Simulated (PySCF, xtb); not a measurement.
H8N2OSi2, SMILES [Si@H](O)([SiH2]N)N.

GFN2-xTB (xtb) at its own geometry gives an orbital gap of 4.38 eV and a dipole moment of 2.34 D.

Geometry: PBE-D3(BJ)/def2-SVP. The structure was generated by enumeration; whether it is a known compound was not checked. The values are those of a single conformer.

What does PBE/def2-TZVP run with PySCF give? (The exact figures need the calculation; the answer reports its results.)

gap 4.74 eV (levels -5.58 and -0.84 eV), dipole 2.97 D.
